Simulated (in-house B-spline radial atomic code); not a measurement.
A fraction x of an electron is removed from 4p in Ce V (Ce4+), starting from [Kr] 4d10 5s2 5p6 and keeping the highest spin. Level of theory: scalar-relativistic (X2C) AM05, spin-polarised, spherical fractional occupations, Fermi nucleus of rms radius 4.8771 fm; calculated with a B-spline radial code for spherical atoms.

```
   x  E(x) - E(0) (eV)  4p down level (eV)
   0            0.0000            -254.961
0.12           30.7744            -257.947
0.18           46.2961            -259.445
0.32           82.8638            -262.954
0.39          101.3322            -264.715
 0.5          130.6035            -267.492
0.54          141.3234            -268.504
0.71                 ?                   ?
 0.8          211.9932            -275.120
0.94                 ?                   ?
   1          267.5294            -280.248
```

Q: What belongs in the row x = 0.71?

A: An energy change of 187.3358 eV; 4p down at -272.823 eV.

Q: What belongs in the row x = 0.94?

A: An energy change of 250.7608 eV; 4p down at -278.706 eV.

Q: Check Janak's theorem between x = 0.12 and 0.18.

A: The slope of the energy is 258.70 eV; the orbital levels give 258.70 eV (-ε of the emptying orbital, averaged over the two points).
